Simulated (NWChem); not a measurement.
Species: CH$_{4}$FGaO; SMILES C[O][GaH][F]

Computed with NWChem. Pople sets run with spherical d functions. Each level has its own optimisation; frequencies are unscaled. One conformer.

| level | r Ga–H (Å) | r F–Ga (Å) | r Ga–O (Å) | r C–O (Å) | highest harmonic frequency (cm⁻¹) | lowest (cm⁻¹) | zero-point energy (kcal/mol) | dipole (D) |
|---|---|---|---|---|---|---|---|---|
| Hartree-Fock/6-31G* | 1.559 | 1.729 | 1.763 | 1.396 | 3262 | 56 | 33.9 | 3.23 |
| B3LYP/3-21G | 1.549 | 1.705 | 1.722 | 1.440 | 3077 | 97 | 32.1 | 2.97 |
| PBE0/def2-SVP | 1.549 | 1.746 | 1.768 | 1.398 | 3103 | 92 | 31.7 | 3.07 |
